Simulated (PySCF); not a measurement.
## Worked example: dipole moment from atomic charges

Si(Cl)(OH)(SH)2 (ClH₃OS₂Si), SMILES S[Si](Cl)(S)O. Atoms are numbered in the order given.

```xyz
8

O     -0.2348     0.2070     1.8985
Si    -0.0336     0.0305     0.2650
S      0.1727     1.8448    -0.8442
S      1.7243    -1.1458     0.0228
Cl    -1.7495    -0.8336    -0.5227
H     -1.0832     0.5653     2.1918
H      1.3207     2.1946    -0.2154
H      1.4997    -1.8576     1.1533
```
Charge 0, spin multiplicity 1.

Coordinates come from a B3LYP-D3(BJ)/def2-SVP optimisation. This is a generated structure with no PubChem entry under its InChIKey; it may be hypothetical. Other conformers were not sampled.

Charges (e) from ωB97X/def2-TZVP run with PySCF:

```tsv
atom	ESP fit	Mulliken
O1	-0.597	-0.516
Si2	0.283	0.584
S3	-0.219	-0.270
S4	-0.252	-0.273
Cl5	-0.106	-0.216
H6	0.445	0.343
H7	0.210	0.172
H8	0.236	0.177
```

The dipole moment of the full density is 1.79 D.

What dipole moment does each set of point charges give, and which comes closer to that of the density?


μ = Σ q r, and 1 e Å = 4.8032 D.
ESP fit: Σ q r = (-0.007, 0.132, 0.378) e Å, |μ| = 1.93 D.
Mulliken: Σ q r = (0.083, 0.148, 0.429) e Å, |μ| = 2.21 D.
ESP fit comes closer in size. Point charges leave out the atoms' own dipoles (lone pairs, polarised bonds); fits to the potential absorb them, partitions of the density don't.
